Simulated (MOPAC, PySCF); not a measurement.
[Hf(Cl)4], neutral singlet in the gas phase. 

Cartesian coordinates (Å):
```xyz
5

Hf     0.0000     0.0000     0.0000
Cl     2.0128    -0.0398     1.1872
Cl    -0.0347     1.8617    -1.4125
Cl    -0.1909    -1.9492    -1.2754
Cl    -1.7873     0.1273     1.5007
```
Charge 0, spin multiplicity 1.

All levels are single points at this geometry (PBE-D3(BJ)/def2-SVP); Pople sets use spherical d functions. Orbital energies aren't observables, and empty levels follow the basis.

M06-2X/6-31G* (LANL2DZ on Hf) in PySCF gives HOMO (eV) = -11.17.

Q: Estimate the HOMO (eV) from each of these levels: B3LYP-D3(BJ)/def2-TZVP in PySCF; PBE-D3(BJ)/def2-TZVP in PySCF; TPSSh-D3(BJ)/def2-TZVP in PySCF; B3LYP/6-311+G** (LANL2DZ on Hf) in PySCF; B3LYP/6-31G* (LANL2DZ on Hf) in PySCF; B3LYP/LANL2DZ in PySCF; BP86/6-31G* (LANL2DZ on Hf) in PySCF; PBE/6-31G* (LANL2DZ on Hf) in PySCF; SVWN5/6-31G* (LANL2DZ on Hf) in PySCF; HF/6-31G* (LANL2DZ on Hf) in PySCF; PM6 in MOPAC; PM7 in MOPAC.

A: 
| level | HOMO (eV) |
|---|---|
| B3LYP-D3(BJ)/def2-TZVP in PySCF | -9.42 |
| PBE-D3(BJ)/def2-TZVP in PySCF | -8.32 |
| TPSSh-D3(BJ)/def2-TZVP in PySCF | -8.99 |
| B3LYP/6-311+G** (LANL2DZ on Hf) in PySCF | -9.56 |
| B3LYP/6-31G* (LANL2DZ on Hf) in PySCF | -9.55 |
| B3LYP/LANL2DZ in PySCF | -9.82 |
| BP86/6-31G* (LANL2DZ on Hf) in PySCF | -8.58 |
| PBE/6-31G* (LANL2DZ on Hf) in PySCF | -8.48 |
| SVWN5/6-31G* (LANL2DZ on Hf) in PySCF | -8.60 |
| HF/6-31G* (LANL2DZ on Hf) in PySCF | -13.19 |
| PM6 in MOPAC | -10.91 |
| PM7 in MOPAC | -11.85 |
